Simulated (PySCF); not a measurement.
BeBrCl. Atoms are numbered in the order given.

```xyz
3

Be     0.0000     0.0000    -0.6751
Cl     0.0000     0.0000    -2.4780
Br     0.0000     0.0000     1.2808
```

Coordinates come from a r2SCAN-D4/def2-TZVP optimisation.

Vertical ionisation energy (IE) and electron affinity (EA) in eV. Rows of orbital energies are one-electron estimates. Where ΔSCF, EOM or ADC give a negative EA the extra electron is unbound and the value depends on the basis.

| level | IE | EA |
|---|---|---|
| −ε(HOMO), −ε(LUMO), CAM-B3LYP/def2-TZVPD (PySCF) | 10.37 | 0.07 |
| −ε(HOMO), −ε(LUMO), B3LYP/def2-TZVPD (PySCF) | 8.77 | 0.92 |
